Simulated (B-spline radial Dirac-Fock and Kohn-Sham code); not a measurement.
These are calculated numbers from a radial B-spline solver; the model is multi-electron Dirac-Fock with separately optimised hole states, Breit and Lamb-shift corrections added in first order. Free neutral atoms.

Q: Order these X-ray lines by photon energy, lowest first.
A. V Lℓ
B. Ca Lβ3
C. Ca Lβ6
D. Cd Mζ2
E. Tc Mζ2
F. Cl Lη

A: F (182.1 eV), E (213.9 eV), D (334.1 eV), C (351.9 eV), B (416.3 eV), A (442.6 eV).
